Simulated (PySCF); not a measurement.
**Two-component Hartree-Fock for W⁵¹⁺ (tungsten, charge +51)**

Start: [Ar] 3d5; 3d3/2 filled at m_j = -3/2, -1/2, +1/2, +3/2; 3d5/2 filled at m_j = +5/2. Calculated with PySCF 2.14 in an even-tempered Gaussian basis (15 s from 14 bohr⁻², ratio 2.8; 12 p from 18 bohr⁻², ratio 2.8; 8 d from 18 bohr⁻², ratio 2.8; 3 f from 60 bohr⁻², ratio 3): generalised Hartree-Fock with the X2C-1e Hamiltonian and a Gaussian nucleus; one run each with spin-orbit coupling (SO) switched off, then screened by Boettger's factors.

```csv
spinor shell,electrons,"ε, spin-free (eV)","ε, screened SO (eV)",weight of nominal j (screened SO),"rms radius, screened SO (bohr)"
1s1/2,2,-73103.1,-73077.1,1.000,0.0208
2s1/2,2,-15322.5,-15312.0,1.000,0.0834
2p1/2,2,-13806.5,-14789.9,1.000,0.0709
2p3/2,4,-13806.5,-13399.9,1.000,0.0780
3s1/2,2,-5659.6,-5656.4,1.000,0.207
3p1/2,2,-5196.2,-5449.4,1.000,0.197
3p3/2,4,-5196.2,-5089.3,1.000,0.211
3d3/2,4,-4763.4,-4788.9,0.993,0.181
3d5/2,1,-4763.4,-4712.7,1.000,0.185
```

```
   quantity     spin-free   screened SO
E (hartree)  -13850.06756  -13872.22607
        M_J           5/2           5/2
       ⟨J²⟩         8.750         8.753
       ⟨L²⟩         0.000         6.277
       ⟨S²⟩         8.750         2.831
```

Each row is a mean over spinors that exchange with the open shell spreads, by up to 31.845 eV (3p3/2).

Breit and QED terms are absent; they matter most for the inner s and p1/2 levels.

Densities and radii are taken from the X2C orbitals without a picture-change correction, which distorts them close to the nucleus.

Without spin-orbit coupling the j labels of p, d and f shells carry no meaning; the spin-free column gives the mean over the occupied spinors of each nl shell.
